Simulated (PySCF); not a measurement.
Gas-phase reaction: 2 SiI2 + 2 H2 ⇌ SiI4 + SiH4

Method: PySCF energies plus ideal-gas RRHO corrections (1 bar). † marks an energy on the PBE0/def2-TZVP geometry and frequencies; other levels use their own. CCSD(T) freezes the core. All species are closed-shell singlets. I: scalar-relativistic def2 core potential, no spin-orbit coupling. CCSD(T) isn't extrapolated to the basis-set limit. The harmonic model lacks anharmonicity and excited electronic states, which grow with temperature; levels with a mode under 35 cm⁻¹ are left out. Soft modes under 120 cm⁻¹ make the harmonic entropy rough for SiI2, SiI4.

| level | ΔE electronic, kJ | ΔH°(298 K), kJ | ΔS°(298 K), J/K | ΔG°(1800 K), kJ |
|---|---|---|---|---|
| BLYP/def2-TZVP† | -204 | -184 | -285 | 333 |
| CCSD(T)/def2-SVP† | -288 | -268 | -285 | 249 |
| PBE/def2-SVP | -259 | -240 | -285 | 274 |
| PBE0/def2-QZVP† | -294 | -275 | -285 | 242 |
| PBE0/def2-SVP† | -302 | -282 | -285 | 235 |
| PBE0/def2-TZVP | -295 | -276 | -285 | 241 |
| r2SCAN/def2-TZVP† | -298 | -278 | -285 | 238 |
| ωB97M-V/def2-TZVP† | -294 | -275 | -285 | 242 |
| ωB97X-V/def2-TZVP† | -339 | -320 | -285 | 197 |
ΔH° is lowest at ωB97X-V/def2-TZVP† and highest at BLYP/def2-TZVP†. No reference value is set beside these.
